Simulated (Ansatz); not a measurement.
**Redistribution: C4H9Br + C2H3F3 → C4H9F + C2H3BrF2**

Species: C4H9Br (1-bromobutane) `CCCCBr`, singlet; C2H3F3 (1,1,2-trifluoroethane) `FCC(F)F`, singlet; C4H9F (1-fluorobutane) `CCCCF`, singlet; C2H3BrF2 `FCC(F)Br`, singlet. The partners trade Br for F; both sit on C, so the bond types are kept.

Shapes, held fixed at every level: PBE0-D4/def2-TZVP. Flexible molecules stand in one conformer, not always the lowest. Programs: Ansatz 0.2.0. Electronic energies: no zero-point or thermal term.

Task: Estimate ΔE of this reaction.

Result: The highest level, CCSD(T)/def2-TZVPP, gives ΔE = +44.8 kJ/mol; the levels span +41.6 to +48.7. The column of differences is taken from that level and isn't an error. No measured value is set beside it here. Relativity is left out for Br unless named. Correlated rows may include outer-core shells of Br, which these sets cover unevenly.

```tsv
level	kind	ΔE (kJ/mol)	less CCSD(T)/def2-TZVPP
HF/def2-TZVPP	Hartree–Fock	+48.7	+3.9
r2SCAN-D4/def2-TZVPP	meta-GGA	+41.6	-3.2
PBE0-D4/def2-TZVPP	global hybrid	+42.7	-2.1
wB97M-V/def2-TZVPP	range-separated hybrid	+42.4	-2.4
B2PLYP/def2-TZVPP	double hybrid	+42.1	-2.7
CCSD/def2-TZVPP	coupled cluster or CI	+45.2	+0.4
CCSD(T)/def2-TZVPP	coupled cluster or CI	+44.8	0.0
```
